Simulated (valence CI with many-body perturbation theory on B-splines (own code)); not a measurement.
# As¹¹⁺: calculated level list

Calculated by configuration interaction combined with many-body perturbation theory (CI+MBPT): four valence electrons over a frozen Dirac-Fock core [Ar], radial functions for each j: 9 s, 9 p, 10 d, 8 f, 5 g, 3 h, 1 i, with the one-electron correlation potential Σ1, the two-electron term Σ2, the three-electron term Σ3, Breit, model QED; selected CI, second order for the rest, scaled by the run's own slope (own B-spline code, finite nucleus).

No measured levels were compared; by estimate terms of the open shell hold to 2 to 4 % of their energy, and close levels can change places. Core correlation moves these levels by up to 6200 cm⁻¹, and in measured spectra 5 to 20 % of such shifts remained as error; rates that hang on mixing are uncertain with them. Only levels of the ground parity were solved; by the run's estimate the other parity begins above the list, which can be wrong where configurations are misplaced.

Levels 1 to 34 of 34, with energies above the lowest level, 3d4 5D_0. "Leading %" is the weight of the configuration and term that name the level; weights of strongly mixed levels are sums over their largest components and can fall short. In the jj column 3d3/2^4 stands for four electrons in 3d with j = 3/2. Lifetimes count E1, E2, E3, M1 and M2 decay at the calculated energies, and are blank where another channel may lead or the interval is too uncertain; long ones can be off by a factor of two.

```
No.  Configuration  Term  J  E (cm⁻¹)  Leading %              Leading jj  Lifetime  Second component
  1            3d4    5D  0       0.0         97  3d3/2^2 3d5/2^2 (60 %)                            
  2            3d4    5D  1      1132         98    3d3/2^3 3d5/2 (61 %)    13.0 s                  
  3            3d4    5D  2      3009         99  3d3/2^2 3d5/2^2 (67 %)    2.70 s                  
  4            3d4    5D  3      5357         99  3d3/2^2 3d5/2^2 (49 %)    1.68 s                  
  5            3d4    5D  4      7956         98    3d3/2 3d5/2^3 (42 %)    2.12 s                  
  6            3d4    3P  0     42839         92          3d3/2^4 (57 %)   9.68 ms        5 % 3d4 1S
  7            3d4    3H  4     45982         80    3d3/2^3 3d5/2 (60 %)    192 ms        9 % 3d4 3G
  8            3d4    3H  5     48616         92  3d3/2^2 3d5/2^2 (88 %)    2.08 s        8 % 3d4 3G
  9            3d4    3P  1     48890         97    3d3/2^3 3d5/2 (36 %)   11.8 ms                  
 10            3d4    3H  6     50611         97  3d3/2^2 3d5/2^2 (58 %)    6.27 s                  
 11            3d4    3F  3     51970         66  3d3/2^2 3d5/2^2 (57 %)   25.6 ms       33 % 3d4 3G
 12            3d4    3F  2     52552         97  3d3/2^2 3d5/2^2 (54 %)   36.1 ms                  
 13            3d4    3F  4     53594         70  3d3/2^2 3d5/2^2 (41 %)   18.3 ms       14 % 3d4 3H
 14            3d4    3P  2     56797         94    3d3/2 3d5/2^3 (41 %)   20.3 ms        5 % 3d4 3D
 15            3d4    3G  3     59534         66    3d3/2 3d5/2^3 (63 %)   44.0 ms       33 % 3d4 3F
 16            3d4    3G  4     60358         74  3d3/2^2 3d5/2^2 (74 %)   85.0 ms       14 % 3d4 3F
 17            3d4    3G  5     62250         92    3d3/2 3d5/2^3 (88 %)   88.7 ms        8 % 3d4 3H
 18            3d4    3D  3     71628         97    3d3/2 3d5/2^3 (44 %)   23.1 ms                  
 19            3d4    3D  2     72451         89    3d3/2^3 3d5/2 (29 %)   21.8 ms        5 % 3d4 1D
 20            3d4    1I  6     72506         97    3d3/2 3d5/2^3 (58 %)   51.2 ms                  
 21            3d4    3D  1     73815         98    3d3/2 3d5/2^3 (57 %)   18.2 ms                  
 22            3d4    1G  4     75244         83          3d5/2^4 (46 %)   14.3 ms        9 % 3d4 3F
 23            3d4    1S  0     81308         94    3d3/2 3d5/2^3 (60 %)   10.1 ms        6 % 3d4 3P
 24            3d4    1D  2     91294         90  3d3/2^2 3d5/2^2 (39 %)   12.2 ms        5 % 3d4 3D
 25            3d4    1F  3    101500         94    3d3/2 3d5/2^3 (56 %)                            
 26            3d4    3P  2    117740         98  3d3/2^2 3d5/2^2 (58 %)   13.9 ms                  
 27            3d4    3F  4    119930         97  3d3/2^2 3d5/2^2 (75 %)                            
 28            3d4    3F  2    120770         98  3d3/2^2 3d5/2^2 (55 %)   10.3 ms                  
 29            3d4    3F  3    121550         95    3d3/2 3d5/2^3 (82 %)                  4 % 3d4 1F
 30            3d4    3P  1    123650        100    3d3/2 3d5/2^3 (86 %)                            
 31            3d4    3P  0    126560         99          3d5/2^4 (56 %)                            
 32            3d4    1G  4    136680         97    3d3/2 3d5/2^3 (64 %)                            
 33            3d4    1D  2    179100         99  3d3/2^2 3d5/2^2 (59 %)                            
 34            3d4    1S  0    231610         99  3d3/2^2 3d5/2^2 (65 %)
```

Names give the largest LS component (configuration and term), which can be under half, so a name can repeat, a term be missing and a line seem to break the LS rules; names also repeat where a configuration has a term twice.

The ionisation energy to 3d3 4F_3/2 of the next ion comes out as 333.35 eV (NIST: 333 ± 2.5 eV (theoretical)). All 34 levels together are meant to be complete up to 240890 cm⁻¹.
